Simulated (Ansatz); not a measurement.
Geometry optimisation, RKS PBE-D4/def2-SVP in Ansatz 0.2.0.

Input:

```yaml
crystal:
  periodic: [false, false, false]
  atoms:
    - { symbol: F, position_ang: [-1.1105, -2.0688, -0.8133] }
    - { symbol: C, position_ang: [0.1207, -1.7147, -0.4211] }
    - { symbol: Sn, position_ang: [0.0385, 0.0104, 0.8423] }
    - { symbol: C, position_ang: [-1.79627, 0.28523, 1.89077] }
    - { symbol: O, position_ang: [-0.84113, -0.5261, 2.581] }
    - { symbol: H, position_ang: [0.5568, -2.5543, 0.1324] }
    - { symbol: H, position_ang: [0.7765, -1.4894, -1.3059] }
    - { symbol: H, position_ang: [1.5112, 0.82054, 1.24099] }
    - { symbol: H, position_ang: [-1.88923, 1.26748, 2.44825] }
    - { symbol: H, position_ang: [-2.6054, -0.33527, 1.60058] }
basis:
  gaussian: { orbitals: def2-SVP }
hamiltonian:
  xc: pbe
  dispersion: d4
relax:
  f_tol: 0.015
  max_steps: 40
```

Run as:

```bash
$ ansatz run input.yaml --threads 2 --pin off --max-ram 3072MiB --backend cpu --events-out ev --progress --plain --runs-dir out
```

Where does it end, and by what steps?

The forces met the threshold. After 21 steps the energy has fallen by 0.740 eV; Sn3 moved furthest, 0.66 Å.

| step | energy less start (eV) | largest force component (eV/Å) | accepted |
| --- | --- | --- | --- |
| 0 | 0.0000 | 2.395 | yes |
| 1 | -0.3326 | 1.416 | yes |
| 2 | -0.4361 | 1.422 | yes |
| 3 | -0.5886 | 0.824 | yes |
| 4 | -0.6769 | 1.074 | yes |
| 5 | -0.7056 | 0.562 | yes |
| 6 | -0.7259 | 0.338 | yes |
| 7 | -0.7352 | 0.229 | yes |
| 8 | -0.7352 | 0.265 | yes |
| 9 | -0.7373 | 0.103 | yes |
| 10 | -0.7379 | 0.142 | yes |
| 11 | -0.7386 | 0.036 | yes |
| 12 | -0.7388 | 0.015 | yes |
| 13 | -0.7390 | 0.023 | yes |
| 14 | -0.7391 | 0.024 | yes |
| 15 | -0.7393 | 0.032 | yes |
| 16 | -0.7394 | 0.054 | yes |
| 17 | -0.7394 | 0.061 | yes |
| 18 | -0.7395 | 0.044 | yes |
| 19 | -0.7396 | 0.029 | yes |
| 20 | -0.7396 | 0.019 | yes |
| 21 | -0.7396 | 0.009 | yes |

```xyz
10
Properties=species:S:1:pos:R:3
F -0.983 -2.088 -1.144
C 0.129 -1.684 -0.427
Sn -0.147 0.399 0.346
C -1.730 0.147 2.175
O -0.779 -0.654 2.436
H 0.277 -2.346 0.454
H 1.036 -1.721 -1.073
H 1.429 0.687 1.102
H -1.806 1.154 2.667
H -2.665 -0.200 1.660
```

Whether the end is a true minimum wasn't checked by a vibrational analysis.

The run took 80 s on 2 threads of Arm Neoverse N1, on a shared host, peak memory 0.15 GiB.
